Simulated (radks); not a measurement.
The numbers below are computed, except where a source is named.
Orbital eigenvalues (eV) of neutral rhenium, [Xe] 4f14 5d5 6s2, at several levels of relativity; Dirac values are averaged over j with weights 2j + 1. Spin-unpolarised spherical Kohn-Sham, PBE, point nucleus unless stated (finite: rms radius 5.3698 fm), a radial shooting solver on a logarithmic mesh with Libxc functionals. A level marked "c x" has the speed of light scaled by that factor and shares open shells by 2j + 1; other Dirac levels either fill j = l - 1/2 first or share by 2j + 1.

shell  non-rel.  scalar-rel., finite nucleus  Dirac, 2j+1 shares  Dirac, c x 0.75  change of magnitude, last against first (%)
2p       -10370                       -10843              -10902           -11478                                       +10.69
3s      -2481.8                      -2875.8             -2870.3          -3311.9                                       +33.45
3p      -2276.3                      -2410.0             -2422.7          -2574.0                                       +13.08
3d      -1893.2                      -1881.3             -1876.9          -1857.0                                        -1.91
4s      -503.27                      -600.11             -598.97          -710.54                                       +41.18
4p      -416.84                      -447.29             -450.63          -486.82                                       +16.79
4d      -259.07                      -255.34             -254.73          -250.08                                        -3.47
5s      -69.685                      -85.210             -85.052          -104.15                                       +49.46
4f      -52.060                      -42.316             -42.157          -34.102                                       -34.49
5p      -44.202                      -47.015             -47.620          -51.887                                       +17.38
5d      -6.8417                      -5.3695             -5.3814          -4.2530                                       -37.84
6s      -4.8806                      -5.9406             -5.9493          -7.5374                                       +54.43
